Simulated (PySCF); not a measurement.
C4H2BrF, SMILES C#C/C=C(\F)Br. Geometry optimised at PBE0-D3(BJ)/def2-SVP. The structure was generated by enumeration; whether it is a known compound was not checked.

Task: Give the equilibrium geometry at PBE0-D3(BJ)/def2-SVP (PySCF confirms it by a frequency run) as Cartesian coordinates in Å, and its point group. (An estimate is asked for; the answer gives what the named calculation found.)

Result: point group Cs.
```xyz
8

C     -0.1548    -3.7496     0.0000
C     -0.3978    -2.5607     0.0000
C     -0.7135    -1.1799     0.0000
C      0.2236    -0.2195     0.0000
F      1.5097    -0.4790     0.0000
Br    -0.1611     1.6069     0.0000
H      0.0668    -4.8009     0.0000
H     -1.7617    -0.8715     0.0000
```
